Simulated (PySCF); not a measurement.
# Radial density of Pb²⁺ (lead, charge +2)

UHF, [Xe] 4f14 5d10 6s1 6p1, 6s spin antiparallel (an excited configuration). All numbers are calculated (PySCF 2.14, the spin-free X2C one-electron Hamiltonian (Gaussian nucleus), in x2c-TZVPPall with one added diffuse shell each of s, p, d, f type (12s8p7d4f, 99 functions)).

```csv
r (bohr),4πr²ρ (e/bohr),4πr²(ρα − ρβ)
0.0129,113.9,-0.0007
0.0216,101.1,0.0073
0.0364,138.4,-0.0036
0.0612,145.1,-0.0030
0.103,126.8,-0.0003
0.173,125.7,-0.0017
0.291,88.18,-0.0198
0.489,65.60,-0.0197
0.823,25.83,0.0416
1.38,11.17,-0.2570
2.33,1.980,-0.0875
3.92,0.2280,0.1274
6.59,0.006305,0.0060
11.1,4.290e-05,0.0000
```

Densities and radii are taken from the X2C orbitals without a picture-change correction, which distorts them close to the nucleus.

Spin-orbit coupling, absent here, splits the open shell strongly. With the s spin flipped the determinant is a mixture of two multiplicities, not a spectroscopic state.
